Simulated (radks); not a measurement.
Yb4+, configuration [Xe] 4f12. Calculated with a radial shooting solver on a logarithmic mesh with Libxc functionals: Dirac Kohn-Sham, BLYP, spin-unpolarised, spherical densities, point nucleus; open shells fill j = l - 1/2 first.

Radial electron density D(r) = 4 pi r^2 rho(r):

| r (bohr) | D(r) (e/bohr) |
|---|---|
| 0.002501 | 24.09 |
| 0.003283 | 34.45 |
| 0.004343 | 48.05 |
| 0.005747 | 63.92 |
| 0.007543 | 79.55 |
| 0.009981 | 92.34 |
| 0.0131 | 97.76 |
| 0.01733 | 94.68 |
| 0.02293 | 87.78 |
| 0.0301 | 88.21 |
| 0.03983 | 103.5 |
| 0.05228 | 122.6 |
| 0.06917 | 123.0 |
| 0.09153 | 103.3 |
| 0.1201 | 98.43 |
| 0.159 | 113.4 |
| 0.2086 | 99.87 |
| 0.2761 | 61.65 |
| 0.3653 | 57.67 |
| 0.4794 | 64.30 |
| 0.6344 | 43.97 |
| 0.8327 | 23.24 |
| 1.102 | 14.29 |
| 1.458 | 7.811 |
| 1.913 | 2.603 |
| 2.532 | 0.4148 |
| 3.323 | 0.02961 |
| 4.397 | 0.0005941 |

D(r) has 4 maxima, at r = 0.0135, 0.0604, 0.168, 0.453 bohr, and minima at 0.0263, 0.110, 0.321 bohr, inside which lie 2.02, 11.17, 29.65 electrons.
